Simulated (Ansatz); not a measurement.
Ansatz (a quantum-chemistry and plane-wave program) input (RI-MP2/aug-cc-pVTZ):
A basis named .json is the Basis Set Exchange file of that set.

Ansatz 0.2 input:
```yaml
crystal:
  periodic: [false, false, false]
  atoms:
    - {symbol: C, position_ang: [0.22312610, 1.67883596, 0.28187354]}
    - {symbol: C, position_ang: [-1.01109993, 0.93833709, 0.80789010]}
    - {symbol: C, position_ang: [-1.60903734, -0.04740754, -0.20369174]}
    - {symbol: C, position_ang: [-0.98750735, -1.45149623, -0.22771263]}
    - {symbol: C, position_ang: [0.53506506, -1.53117991, -0.04395913]}
    - {symbol: C, position_ang: [1.35613795, -0.43117996, -0.72832663]}
    - {symbol: C, position_ang: [1.49191391, 0.84203046, 0.11360328]}
    - {symbol: H, position_ang: [0.45186950, 2.51362687, 0.95111852]}
    - {symbol: H, position_ang: [-0.03904568, 2.12769217, -0.68305059]}
    - {symbol: H, position_ang: [-0.77422152, 0.42540313, 1.74636804]}
    - {symbol: H, position_ang: [-1.76939934, 1.68562010, 1.05624400]}
    - {symbol: H, position_ang: [-2.68009059, -0.15879066, -0.01594714]}
    - {symbol: H, position_ang: [-1.53057047, 0.40295646, -1.19799737]}
    - {symbol: H, position_ang: [-1.45320632, -2.06212155, 0.55151437]}
    - {symbol: H, position_ang: [-1.25838172, -1.92352962, -1.17678854]}
    - {symbol: H, position_ang: [0.77471422, -1.51395831, 1.02370194]}
    - {symbol: H, position_ang: [0.86460934, -2.50971018, -0.40269077]}
    - {symbol: H, position_ang: [0.93214861, -0.19327262, -1.70995111]}
    - {symbol: H, position_ang: [2.36173796, -0.81496605, -0.91965465]}
    - {symbol: H, position_ang: [1.86304460, 0.55332845, 1.10365261]}
    - {symbol: H, position_ang: [2.26520097, 1.48008270, -0.32458013]}
basis:
  gaussian:
    orbitals: aug-cc-pVTZ
    fitting: {mean_field: def2-universal-jkfit, correlation: aug-cc-pVTZ-RIFIT.json}
magnetization: {spin_polarized: false}
correlation: {method: mp2, electrons: outside_noble_gas}
```

Output:

```
Functional definition: HF
integrals: 2.06 GiB planned
777 factors; integrals over basis functions are off by at most 9.1e-1 eV
2.03 GiB of device memory are held for the factors and their scratch space
mean field: 4.01 GiB planned
mean field evaluation 1: about -7429.5460 eV, gradient 5.3e1 eV
mean field evaluation 2: about -7435.4952 eV, gradient 2.8e1 eV
mean field evaluation 4: about -7437.4771 eV, gradient 7.7e-1 eV
mean field evaluation 8: about -7437.4800 eV, gradient 7.1e-7 eV
mean field -7437.47996846 eV, -273.3223475359 hartree, gradient 7.1e-7 eV, S^2 0.000000; 0 other end points of the search recorded, 0 dependent functions left out
7 core orbitals not correlated
1386 factors; their error is unknown
reference -7437.47996846 eV, -273.3223475359 hartree; 21, 21 occupied and 616, 616 virtual orbitals, 1386 factors
second order -33.70902754 eV of doubles, -0.00000000 eV of singles
Total energy: -7471.18899600 eV, -274.5611314492 hartree
```
